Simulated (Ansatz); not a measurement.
Isolated molecules relaxed with PBE0-D4/def2-TZVP in Ansatz; ΔE leaves out vibrations. CCSD(T)/CBS adds triple-zeta CCSD(T) − MP2 to the extrapolated MP2 energy (def2 sets, frozen cores). This one scheme is used for every species. Functionals use def2-TZVPP. One conformer a species, not always the lowest.

`O[SiH2][SiH](O)F` + `N[SiH2][SiH3]` → `O[SiH2]N[SiH2][SiH3]` + `O[SiH2]F`  (cleavage of the Si–Si bond)

CCSD(T)/CBS gives -23.9 kcal/mol.

Task: Another level gave -21.6 kcal/mol. Which?
A. HF/def2-TZVPP
B. PBE0-D4/def2-TZVPP
C. CCSD/def2-TZVPP
D. r2SCAN/def2-TZVPP

Result: D. r2SCAN -21.6, CCSD/def2-TZVPP -24.3, PBE0-D4 -20.3, HF/def2-TZVPP -25.6 kcal/mol.

Largest T1 diagnostic among the species: 0.012.

From PBE to PBE0 (25 % exact exchange), in def2-TZVPP and without D4, ΔE moves by −2.1 kcal/mol. The D4 term adds −1.3 kcal/mol with B3LYP and −0.7 kcal/mol with PBE0; it sums over pairs of atoms, weighted by their polarisabilities, and B3LYP, whose exchange is more repulsive, gets the larger term.

B3LYP here is the variant with VWN-RPA as its local correlation; programs differ in this.
